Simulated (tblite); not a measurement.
Compound: C4H14NPSi2.
SMILES with atom numbers: `[CH2:1]=[CH:2][P:3]([CH2:4][CH3:5])[N:6]([SiH3:7])[SiH3:8]` (hydrogens: H9, H10 on C1; H11 on C2; H12, H13 on C4; H14, H15, H16 on C5; H17, H18, H19 on Si7; H20, H21, H22 on Si8)

Structure used (GFN2-xTB), in Å, numbered top down from 1:
```xyz
22
C4H14NPSi2 angstrom
C     -1.7512    2.6131    0.0113
C     -0.6314    2.0099    0.3809
P     -0.4550    0.2739    0.9082
C     -1.4894   -0.5481   -0.4143
C     -1.3253   -2.0603   -0.3715
N      1.1379   -0.0417    0.3405
Si     2.0414   -0.9301    1.5481
Si     1.7288    0.3214   -1.2570
H     -1.7838    3.6697   -0.2063
H     -2.6831    2.0828   -0.0963
H      0.2821    2.5825    0.5060
H     -2.5313   -0.2810   -0.2186
H     -1.2048   -0.1538   -1.3935
H     -1.9370   -2.5368   -1.1369
H     -1.6238   -2.4502    0.6007
H     -0.2846   -2.3308   -0.5424
H      2.1453   -0.0850    2.7392
H      3.3522   -1.2202    0.9697
H      1.3265   -2.1676    1.8700
H      0.8357    1.2989   -1.8779
H      3.0717    0.8792   -1.1010
H      1.7690   -0.9065   -2.0612
```

Level: GFN2-xTB in tblite, geometry and Hessian alike; calculated harmonic values, unscaled, isolated species. The method is semi-empirical: single wavenumbers can be off by several per cent or more. Modes of hydrogen on silicon can be 10 to 20 % off. One conformer, not necessarily the lowest.

Harmonic wavenumbers (cm⁻¹): 43.3, 48.3, 58.6, 83.6, 91.9, 135.9, 143.8, 177.0, 192.1, 211.5, 230.3, 279.7, 319.0, 361.3, 479.7, 543.4, 564.5, 571.5, 580.7, 593.4, 668.8, 697.0, 756.3, 758.7, 775.2, 777.0, 788.9, 803.4, 823.8, 883.9, 888.1, 966.1, 994.5, 1002.4, 1003.7, 1012.4, 1074.0, 1222.4, 1235.1, 1244.5, 1405.0, 1406.5, 1437.7, 1495.7, 1501.4, 1649.4, 2205.0, 2232.5, 2247.6, 2253.8, 2262.2, 2271.4, 2941.2, 2949.1, 3007.0, 3008.1, 3016.3, 3024.2, 3077.0, 3108.0.

A = 1346, B = 897.1, C = 801.0 MHz; mass 163.040 u (most abundant isotopes); point group C1, symmetry number 1.

Question: What is the zero-point energy?

Answer: ½Σν̃ = 35292 cm⁻¹ = 100.91 kcal/mol.

Question: Give the ideal-gas entropy at 500 K and 1 bar in the rigid-rotor, harmonic-oscillator model (classical rotation).

Answer: Translation 43.77, rotation 31.73, vibration 74.12: S = 149.6 cal/(mol K).

Question: And Cp and H(500 K) − H(0)?

Answer: Cp = 71.87 cal/(mol K), of which vibrations give 63.92 (their classical limit is 60 R = 119.2); H(500 K) − H(0) = 21.94 kcal/mol without the zero-point energy, 17.96 from vibrations.

Question: Blend soft modes into free rotors: weight 1/[1 + (100 cm⁻¹/ν̃)⁴] for the oscillator and the rest for a rotor with moment μB/(μ + B), μ = h/(8π²ν), B = 10⁻⁴⁴ kg m². What vibrational entropy results?

Answer: 67.10 cal/(mol K) in place of 74.12, which changes −T·S at 500 K by +3.51 kcal/mol.

Question: How do the functions run with temperature in this model?

Answer: 
```json
{"T (K)": "100", "S (cal/(mol K))": "78.1", "Cp (cal/(mol K))": "25.8", "H − H(0) (kcal/mol)": "1.69", "G − H(0) (kcal/mol)": "-6.12", "ln q(vib)": "3.25"}
{"T (K)": "200", "S (cal/(mol K))": "100.0", "Cp (cal/(mol K))": "38.7", "H − H(0) (kcal/mol)": "4.92", "G − H(0) (kcal/mol)": "-15.08", "ln q(vib)": "7.61"}
{"T (K)": "300", "S (cal/(mol K))": "118.2", "Cp (cal/(mol K))": "51.7", "H − H(0) (kcal/mol)": "9.44", "G − H(0) (kcal/mol)": "-26.00", "ln q(vib)": "11.67"}
{"T (K)": "800", "S (cal/(mol K))": "187.8", "Cp (cal/(mol K))": "90.6", "H − H(0) (kcal/mol)": "46.56", "G − H(0) (kcal/mol)": "-103.72", "ln q(vib)": "29.37"}
{"T (K)": "1000", "S (cal/(mol K))": "209.0", "Cp (cal/(mol K))": "98.8", "H − H(0) (kcal/mol)": "65.54", "G − H(0) (kcal/mol)": "-143.45", "ln q(vib)": "35.42"}
```

q(vib) and H(0) count from the zero-point level.

Question: Which modes carry the vibrational entropy at 500 K?

Answer: 43.3 cm⁻¹: 6.13; 48.3 cm⁻¹: 5.91; 58.6 cm⁻¹: 5.53; 83.6 cm⁻¹: 4.82; 91.9 cm⁻¹: 4.64; 135.9 cm⁻¹: 3.87 cal/(mol K); the other 54 give 43.23 together.

Hindered rotation and anharmonicity are outside this model. Other conformers, if any are populated, would add a mixing term that is left out. The structure is chiral; the term R ln 2 for an equal mix with its mirror image is left out.

Hardware: Arm Neoverse N1, one thread, no GPU, shared host. The figure is for the frequency step alone.
